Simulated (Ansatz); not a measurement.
Method: Ansatz (a program for electronic structure) with B3LYP-D3(BJ)/def2-TZVP. No frequencies were computed at this level.

Ansatz 0.2 input:
```yaml
crystal:
  periodic: [false, false, false]
  atoms:
    - { symbol: Si, position_ang: [-1.213719, -0.071919, 0.02701] }
    - { symbol: Ge, position_ang: [1.11203, 0.065937, -0.024672] }
    - { symbol: H, position_ang: [-1.636283, -1.351113, 0.597843] }
    - { symbol: H, position_ang: [-1.761265, 0.037089, -1.325419] }
    - { symbol: H, position_ang: [-1.770744, 1.007657, 0.842468] }
    - { symbol: H, position_ang: [1.783842, 0.153762, 1.314713] }
    - { symbol: H, position_ang: [1.813321, -1.091246, -0.674373] }
    - { symbol: H, position_ang: [1.672816, 1.249833, -0.757571] }
basis:
  gaussian: { orbitals: def2-tzvp }
hamiltonian:
  xc: b3lyp
  dispersion: d3bj
relax:
  max_steps: 150
```

Output:

```
Functional definition: B3LYP
914 factors; their error is unknown
mean field evaluation 1: about -64494.5690 eV, gradient 2.1e1 eV
mean field evaluation 2: about -64495.0841 eV, gradient 1.9e1 eV
mean field evaluation 4: about -64495.3494 eV, gradient 5.3e-1 eV
mean field evaluation 8: about -64495.5881 eV, gradient 7.1e-3 eV
mean field -64495.58808672 eV, -2370.1691455072 hartree, gradient 3.3e-5 eV, S^2 0.000000; 0 other end points of the search recorded, 0 dependent functions left out
reference -64495.58835389 eV, -2370.1691553255 hartree; 26, 26 occupied and 95, 95 virtual orbitals, 914 factors
relax step   1: F+E_penalty+E_count = -64495.84094351 eV  Δ(F+E_penalty+E_count) = +0.000e0 eV  max|allowed force component| = 8.365e-1 eV/Å  Δτ_max = 0.0000 Å  (23 SCF iters, accepted)
these checks for a lower state are left out or cut short: starts, cluster_reference, orbital_swaps, neighbouring_geometries, increment
914 factors; their error is unknown
mean field evaluation 16: about -64495.7079 eV, gradient 1.2e-1 eV
mean field -64495.70790469 eV, -2370.1735487365 hartree, gradient 7.0e-5 eV, S^2 0.000000; 0 other end points of the search recorded, 0 dependent functions left out
reference -64495.70817546 eV, -2370.1735586869 hartree; 26, 26 occupied and 95, 95 virtual orbitals, 914 factors
relax step   2: F+E_penalty+E_count = -64495.96064914 eV  Δ(F+E_penalty+E_count) = -1.197e-1 eV  max|allowed force component| = 1.062e-1 eV/Å  Δτ_max = 0.1211 Å  (24 SCF iters, accepted)
these checks for a lower state are left out or cut short: starts, cluster_reference, orbital_swaps, neighbouring_geometries, increment
914 factors; their error is unknown
mean field -64495.71811825 eV, -2370.1739240779 hartree, gradient 4.9e-5 eV, S^2 0.000000; 0 other end points of the search recorded, 0 dependent functions left out
reference -64495.71838946 eV, -2370.1739340445 hartree; 26, 26 occupied and 95, 95 virtual orbitals, 914 factors
relax step   3: F+E_penalty+E_count = -64495.96869867 eV  Δ(F+E_penalty+E_count) = -8.050e-3 eV  max|allowed force component| = 3.982e-2 eV/Å  Δτ_max = 0.0431 Å  (24 SCF iters, accepted)
these checks for a lower state are left out or cut short: starts, cluster_reference, orbital_swaps, neighbouring_geometries, increment
914 factors; their error is unknown
mean field -64495.71811265 eV, -2370.1739238721 hartree, gradient 4.8e-5 eV, S^2 0.000000; 0 other end points of the search recorded, 0 dependent functions left out
reference -64495.71838373 eV, -2370.1739338341 hartree; 26, 26 occupied and 95, 95 virtual orbitals, 914 factors
relax step   4: F+E_penalty+E_count = -64495.96916941 eV  Δ(F+E_penalty+E_count) = -4.707e-4 eV  max|allowed force component| = 9.386e-3 eV/Å  Δτ_max = 0.0078 Å  (25 SCF iters, accepted)
these checks for a lower state are left out or cut short: starts, cluster_reference, orbital_swaps, neighbouring_geometries, increment
914 factors; their error is unknown
mean field evaluation 32: about -64495.7182 eV, gradient 7.4e-5 eV
mean field -64495.71815225 eV, -2370.1739253272 hartree, gradient 7.4e-5 eV, S^2 0.000000; 0 other end points of the search recorded, 0 dependent functions left out
reference -64495.71842332 eV, -2370.1739352888 hartree; 26, 26 occupied and 95, 95 virtual orbitals, 914 factors
relax step   5: F+E_penalty+E_count = -64495.96924400 eV  Δ(F+E_penalty+E_count) = -7.459e-5 eV  max|allowed force component| = 4.748e-3 eV/Å  Δτ_max = 0.0028 Å  (19 SCF iters, accepted)
these checks for a lower state are left out or cut short: starts, cluster_reference, orbital_swaps, neighbouring_geometries, increment
914 factors; their error is unknown
mean field -64495.71850020 eV, -2370.1739381140 hartree, gradient 5.2e-5 eV, S^2 0.000000; 0 other end points of the search recorded, 0 dependent functions left out
reference -64495.71877111 eV, -2370.1739480701 hartree; 26, 26 occupied and 95, 95 virtual orbitals, 914 factors
relax step   6: F+E_penalty+E_count = -64495.96971618 eV  Δ(F+E_penalty+E_count) = -4.722e-4 eV  max|allowed force component| = 3.843e-2 eV/Å  Δτ_max = 0.0279 Å  (23 SCF iters, accepted)
these checks for a lower state are left out or cut short: starts, cluster_reference, orbital_swaps, neighbouring_geometries, increment
914 factors; their error is unknown
mean field -64495.71885548 eV, -2370.1739511706 hartree, gradient 5.1e-5 eV, S^2 0.000000; 0 other end points of the search recorded, 0 dependent functions left out
reference -64495.71912620 eV, -2370.1739611193 hartree; 26, 26 occupied and 95, 95 virtual orbitals, 914 factors
relax step   7: F+E_penalty+E_count = -64495.97005461 eV  Δ(F+E_penalty+E_count) = -3.384e-4 eV  max|allowed force component| = 5.332e-2 eV/Å  Δτ_max = 0.0268 Å  (23 SCF iters, accepted)
these checks for a lower state are left out or cut short: starts, cluster_reference, orbital_swaps, neighbouring_geometries, increment
914 factors; their error is unknown
mean field -64495.71918251 eV, -2370.1739631886 hartree, gradient 5.0e-5 eV, S^2 0.000000; 0 other end points of the search recorded, 0 dependent functions left out
reference -64495.71945296 eV, -2370.1739731274 hartree; 26, 26 occupied and 95, 95 virtual orbitals, 914 factors
relax step   8: F+E_penalty+E_count = -64495.97029949 eV  Δ(F+E_penalty+E_count) = -2.449e-4 eV  max|allowed force component| = 2.899e-2 eV/Å  Δτ_max = 0.0238 Å  (23 SCF iters, accepted)
these checks for a lower state are left out or cut short: starts, cluster_reference, orbital_swaps, neighbouring_geometries, increment
914 factors; their error is unknown
mean field -64495.71929834 eV, -2370.1739674452 hartree, gradient 4.8e-5 eV, S^2 0.000000; 0 other end points of the search recorded, 0 dependent functions left out
reference -64495.71956868 eV, -2370.1739773802 hartree; 26, 26 occupied and 95, 95 virtual orbitals, 914 factors
relax step   9: F+E_penalty+E_count = -64495.97035314 eV  Δ(F+E_penalty+E_count) = -5.365e-5 eV  max|allowed force component| = 1.004e-2 eV/Å  Δτ_max = 0.0105 Å  (24 SCF iters, accepted)
these checks for a lower state are left out or cut short: starts, cluster_reference, orbital_swaps, neighbouring_geometries, increment
914 factors; their error is unknown
mean field -64495.71932249 eV, -2370.1739683329 hartree, gradient 9.4e-6 eV, S^2 0.000000; 0 other end points of the search recorded, 0 dependent functions left out
reference -64495.71959272 eV, -2370.1739782635 hartree; 26, 26 occupied and 95, 95 virtual orbitals, 914 factors
relax step  10: F+E_penalty+E_count = -64495.97035379 eV  Δ(F+E_penalty+E_count) = -6.439e-7 eV  max|allowed force component| = 7.628e-3 eV/Å  Δτ_max = 0.0057 Å  (22 SCF iters, accepted)
914 factors; their error is unknown
mean field evaluation 64: about -64495.4815 eV, gradient 5.1e-1 eV
mean field -64495.71932249 eV, -2370.1739683329 hartree, gradient 9.5e-6 eV, S^2 0.000000; 1 other end points of the search recorded, 0 dependent functions left out
reference -64495.71959272 eV, -2370.1739782635 hartree; 26, 26 occupied and 95, 95 virtual orbitals, 914 factors
Total energy: -64495.97062401 eV, -2370.1832034934 hartree
Atom 0 at    -1.205690    -0.071490     0.025897 Å, force     0.004944     0.000709     0.007396 eV/Å
Atom 1 at     1.177902     0.069851    -0.025302 Å, force     0.001630    -0.000032    -0.005388 eV/Å
Atom 2 at    -1.625941    -1.323294     0.698255 Å, force    -0.001469    -0.006360     0.003496 eV/Å
Atom 3 at    -1.748444    -0.063613    -1.352931 Å, force     0.004055     0.000656    -0.007628 eV/Å
Atom 4 at    -1.766864     1.082132     0.767487 Å, force    -0.002529     0.005530     0.004066 eV/Å
Atom 5 at     1.759707     0.055493     1.400363 Å, force    -0.006829    -0.000291    -0.000475 eV/Å
Atom 6 at     1.777338    -1.118810    -0.799128 Å, force     0.000315     0.001020    -0.000513 eV/Å
Atom 7 at     1.631990     1.369730    -0.714641 Å, force    -0.000116    -0.001233    -0.000954 eV/Å
Dipole moment:    -0.035184    -0.002087     0.000732 e Å
```

Cost: about 30 core-seconds (a rough figure).
